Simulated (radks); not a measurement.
Problem. The mean radii <r> (bohr) of the occupied orbitals of an atom or ion are listed with their occupations. Method: Dirac Kohn-Sham, SOGGA, spin-unpolarised, spherical densities, finite nucleus; Fermi nuclear charge, rms radius of each element as measured or else 0.836 A^(1/3) + 0.57 fm; computed with a radial shooting solver on a logarithmic mesh with Libxc functionals.

orbital  occ.      <r>
1s1/2       2  0.02410
2s1/2       2   0.1026
2p1/2       2  0.08607
2p3/2       4  0.09237
3s1/2       2   0.2721
3p1/2       2   0.2618
3p3/2       4   0.2741
3d3/2       4   0.2453
3d5/2       6   0.2491
4s1/2       2   0.6227
4p1/2       2   0.6405
4p3/2       4   0.6685
4d3/2       4   0.7221
4d5/2       6   0.7321
5s1/2       2    1.509
5p1/2       2    1.703
5p3/2       4    1.791
6s1/2       1    4.086
4f5/2       3    1.167

Name the element and its charge. Open shells, if any, fill j = l - 1/2 first.

Solution. Z = 59, praseodymium, charge +1: Pr+ in [Xe] 4f3 6s1. The 1s radius gives Z: for a bare nucleus <r> = (2 gamma + 1)/(2Z) with gamma = sqrt(1 - (Z/c)^2), 0.02377 bohr for Z = 59, and screening makes it slightly larger (0.02410 here). The occupations add up to 58, and the charge is Z minus that.
